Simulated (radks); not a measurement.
Task: The mean radii <r> (bohr) of the occupied orbitals of an atom or ion are listed with their occupations. Method: Dirac Kohn-Sham, LB94 model potential, spin-unpolarised, spherical densities, finite nucleus; Fermi nuclear charge, rms radius of each element as measured or else 0.836 A^(1/3) + 0.57 fm; computed with a radial shooting solver on a logarithmic mesh with Libxc functionals.

orbital  occ.      <r>
1s1/2       2  0.02554
2s1/2       2   0.1089
2p1/2       2  0.09147
2p3/2       4  0.09744
3s1/2       2   0.2877
3p1/2       2   0.2767
3p3/2       4   0.2880
3d3/2       4   0.2572
3d5/2       6   0.2607
4s1/2       2   0.5924

Name the element and its charge. Open shells, if any, fill j = l - 1/2 first.

Result: Z = 56, barium, charge +26: Ba26+ in [Ar] 3d10 4s2. The 1s radius gives Z: for a bare nucleus <r> = (2 gamma + 1)/(2Z) with gamma = sqrt(1 - (Z/c)^2), 0.02523 bohr for Z = 56, and screening makes it slightly larger (0.02554 here). The occupations add up to 30, and the charge is Z minus that.
